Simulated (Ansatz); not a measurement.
```yaml
crystal:
  periodic: [false, false, false]
  atoms:
    - {symbol: Se, position_ang: [-0.004945, -2.313101, -0.006135]}
    - {symbol: Zn, position_ang: [-3.004549, -1.726686, 0.022689]}
    - {symbol: Se, position_ang: [-2.000669, 1.160061, -0.013870]}
    - {symbol: Zn, position_ang: [2.996710, -1.738435, 0.030273]}
    - {symbol: Se, position_ang: [2.006209, 1.153197, -0.008315]}
    - {symbol: Zn, position_ang: [0.006600, 3.464878, 0.015682]}
    - {symbol: H, position_ang: [-0.010546, -3.358538, 1.032926]}
    - {symbol: H, position_ang: [-0.001843, -3.305983, -1.095681]}
    - {symbol: H, position_ang: [-3.176910, -1.828354, -1.524435]}
    - {symbol: H, position_ang: [-3.127585, -1.794584, 1.576519]}
    - {symbol: H, position_ang: [-2.867760, 1.663154, -1.094617]}
    - {symbol: H, position_ang: [-2.896702, 1.680449, 1.034400]}
    - {symbol: H, position_ang: [3.166267, -1.836604, -1.517534]}
    - {symbol: H, position_ang: [3.121965, -1.811320, 1.583580]}
    - {symbol: H, position_ang: [2.868098, 1.640457, -1.100394]}
    - {symbol: H, position_ang: [2.911827, 1.680915, 1.028041]}
    - {symbol: H, position_ang: [0.006435, 3.610625, 1.569014]}
    - {symbol: H, position_ang: [0.007400, 3.659859, -1.532122]}
basis:
  gaussian: {orbitals: def2-TZVPD, initial_orbitals: start.molden}
hamiltonian: {xc: pbe0, dispersion: d4}
scf: {omitted_lower_state_checks: [starts]}
output: {orbitals: {seedname: orbitals}}
```

The file start.molden holds the orbitals of an earlier run on this structure, at another level or in another basis.

```sh
$ ansatz run in.yaml --threads 4 --pin off --events-out ev --progress --plain --max-ram 4787MiB
```

(1) Does this run fit into the memory that it is given?

## Answers

(1) No. It has 432 basis functions, and Ansatz plans for 6 GiB where 5 GiB are given.
